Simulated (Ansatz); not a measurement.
Species: GeH₃S, charge 0, doublet. GeH3S (SMILES [S][GeH3], doublet).
B3LYP-D3(BJ)/def2-TZVP minimum from Ansatz (an electronic-structure program):
```xyz
5

Ge    -0.6323     0.1907     0.1136
S      1.4688    -0.4493    -0.2603
H     -0.7546     1.5508    -0.5974
H     -1.6223    -0.8174    -0.4927
H     -0.8897     0.3533     1.6206
```
Charge 0, spin multiplicity 2.

Atomisation energy term by term, kcal/mol (programs: Ansatz). UHF or UKS for unpaired electrons; spin-orbit terms are left out. Correlated methods leave the cores frozen (noble-gas shells, and filled d and f shells in the p block). No relativity. CBS(X,Y): correlation extrapolated as X^-3, Hartree-Fock from the larger set. A bracket is a step between two methods taken in the basis named. Where a partner has so few electrons that a lower coupled-cluster level is exact, that level stands in.

```
term                                     basis  kcal/mol
------------------  --------------------------  --------
Hartree-Fock                        def2-QZVPP    205.35
CCSD correlation    CBS(def2-TZVPP,def2-QZVPP)     72.44
(T)                 CBS(def2-TZVPP,def2-QZVPP)      3.48
CCSDT(Q) - CCSD(T)                  def2-TZVPP      0.28
sum: De                                            281.6
```

The step beyond CCSD(T) by other levels: CCSDT(Q) in def2-SVP 0.42 kcal/mol.
